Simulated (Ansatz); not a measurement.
Program: Ansatz 0.2.0.

A structure relaxed at PBE0-D4/def2-TZVP, charge 0, multiplicity 1:

```csv
atom,x (Å),y (Å),z (Å)
C1,0.460,-0.253,-0.580
Al2,-0.226,0.422,1.046
Zn3,-1.670,-0.942,-0.398
H4,1.238,0.256,-1.159
H5,0.634,-1.338,-0.612
H6,-0.436,1.855,1.703
```

(1) Give its formula and SMILES.

(2) Summarise the bond lengths by kind.

Answers

(1) CH3AlZn, `[CH2]1[AlH][Zn]1`.

(2) 1 × Al–C 1.889 Å; 1 × C–Zn 2.246 Å; 2 × C–H 1.095 to 1.099 Å; 1 × Al–Zn 2.456 Å; 1 × Al–H 1.590 Å.
